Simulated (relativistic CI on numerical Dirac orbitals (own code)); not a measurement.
# Ni2+ in a cubic cluster: 3s photoemission with charge transfer

Computed with a charge-transfer multiplet model of a cubic metal-ligand cluster with up to 2 ligand holes, Slater and spin-orbit integrals from Dirac-Coulomb-Breit ions, Slater integrals scaled by 0.9. The ground state mixes d8 with configurations of k ligand holes L, whose averages lie at kΔ + k(k − 1)U_dd/2; a core hole lowers each added d electron by U_cd. 20 K, Lorentzian 1.4 eV and Gaussian 0.8 eV FWHM.

Atomic integrals in eV (Slater integrals scaled, ζ unscaled), ground: F2dd 10.953, F4dd 6.797, zeta_d 0.080; with the core hole: F2dd 11.981, F4dd 7.483, zeta_d 0.091, G2cd 12.115.

Cluster parameters (eV): U_dd = 6, U_cd = 7.6, 10Dq = 0.4, 10Dq(ligand) = 0.8, V(eg) = 2.3, V(t2g) = -1.07, final-state hopping factor = 1.

```tsv
Case	n_d	d8	d9L	d10L2	S
Δ = 0.5 eV	8.51	0.53	0.43	0.04	1.00
Δ = 2.5 eV	8.32	0.69	0.29	0.02	1.00
Δ = 3.5 eV	8.26	0.75	0.24	0.01	1.00
Δ = 5.5 eV	8.17	0.84	0.16	0.00	1.00
Δ = 6.5 eV	8.14	0.87	0.13	0.00	1.00
```

Weights, n_d and S are thermal averages at 20 K. Binding energies count from the first peak over 30 % of the highest in each spectrum, which can be another peak from case to case. The parameters are a model scan and need not match a compound or its usual spin state. Peaks in eV (height, largest 100):
- Δ = 0.5 eV: 0.0 (100), 5.8 (40), 9.2 (35), 17.1 (15)
- Δ = 2.5 eV: 0.0 (100), 5.8 (43), 9.0 (38), 15.1 (19)
- Δ = 3.5 eV: 0.0 (100), 5.8 (43), 9.2 (33), 14.5 (18)
- Δ = 5.5 eV: 0.0 (100), 2.7 (28), 5.9 (37), 9.9 (27), 13.9 (11)
- Δ = 6.5 eV: 0.0 (100), 3.2 (26), 6.1 (31), 10.3 (24), 14.1 (7)

Curve for Δ = 6.5 eV (points under 2 left out, the grid thinned):

| E (eV) | Intensity |
| --- | --- |
| -3.5 | 5.1 |
| -3.1 | 6.3 |
| -2.6 | 8.8 |
| -2.2 | 11.9 |
| -1.7 | 19.0 |
| -1.3 | 29.7 |
| -0.9 | 49.1 |
| -0.4 | 84.2 |
| 0.0 | 100.0 |
| 0.4 | 86.3 |
| 0.9 | 52.2 |
| 1.3 | 33.5 |
| 1.8 | 22.6 |
| 2.2 | 20.2 |
| 2.6 | 21.8 |
| 3.1 | 25.4 |
| 3.5 | 24.3 |
| 4.0 | 18.7 |
| 4.4 | 15.9 |
| 4.8 | 16.4 |
| 5.3 | 22.1 |
| 5.7 | 28.1 |
| 6.1 | 30.7 |
| 6.6 | 27.7 |
| 7.0 | 22.0 |
| 7.5 | 14.5 |
| 7.9 | 10.7 |
| 8.3 | 9.0 |
| 8.8 | 9.2 |
| 9.2 | 11.5 |
| 9.7 | 17.7 |
| 10.1 | 23.2 |
| 10.5 | 23.9 |
| 11.0 | 16.9 |
| 11.4 | 11.1 |
| 11.9 | 6.9 |
| 12.3 | 5.4 |
| 12.7 | 4.7 |
| 13.2 | 4.9 |
| 13.6 | 6.0 |
| 14.0 | 6.9 |
| 14.5 | 6.2 |
| 14.9 | 4.5 |
| 15.4 | 2.8 |
| 15.8 | 2.0 |

For the case Δ = 3.5 eV, Δ = 3.5 eV is smaller than U_dd = 6 eV, the charge-transfer side of the Zaanen-Sawatzky-Allen scheme. With the core hole the configuration with one ligand hole lies at Δ − U_cd = -7.1, -5.1, -4.1, -2.1, -1.1 eV from the one without, in the order of the table; where this is negative the screened configuration lies lower, though the effective hopping of about 3.0 eV (from the holes of the mixed ground state) mixes the two strongly wherever it is as large as the gap.

Without intra-shell correlation the exchange splitting of the 3s hole comes out too large.
